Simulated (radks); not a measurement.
Spherical quantum dot in the effective-mass picture: electrons in a hard-walled sphere of radius 2.16, all in effective atomic units (hartree* = m*/eps^2 hartree, bohr* = eps/m* bohr), one dielectric constant everywhere. Calculated with a radial shooting solver with Libxc functionals: non-relativistic Kohn-Sham, PBEsol, spin-polarised, spherical densities. Levels are named by radial order and angular momentum (1s, 1p, 1d, 2s, ...), and open shells are averaged over m.

N = 15, configuration 1s2 1p6 1d(up 5, down 2). This is the lowest configuration that the search found. Occupied and some empty levels:

level    occupation  eigenvalue (hartree*)  <r> (bohr*)
1s up             1                 10.298        1.299
1s down           1                 10.377        1.292
1p up             3                 11.040        1.409
1p down           3                 11.128        1.407
1d up             5                 12.174        1.486
1d down           2                 12.267        1.485
2s up             0                 13.621        1.006
1f up             0                 13.645        1.545
2s down           0                 13.661        1.008
1f down           0                 13.740        1.544
2p up             0                 15.631        1.142
2p down           0                 15.686        1.141

Energy (hartree*): total 104.015, kinetic 42.418, external 0, Hartree 71.645, exchange-correlation -10.048.

Electron density:

r (bohr*)  n(r) (e/bohr*^3)
0.0586              0.09527
0.166                0.1037
0.274                0.1211
0.382                0.1490
0.489                0.1891
0.597                0.2427
0.705                0.3100
0.812                0.3894
0.920                0.4766
1.03                 0.5641
1.14                 0.6423
1.24                 0.6976
1.35                 0.7162
1.46                 0.6878
1.57                 0.6075
1.67                 0.4829
1.78                 0.3305
1.89                 0.1813
2.00                0.06765
2.10               0.007698
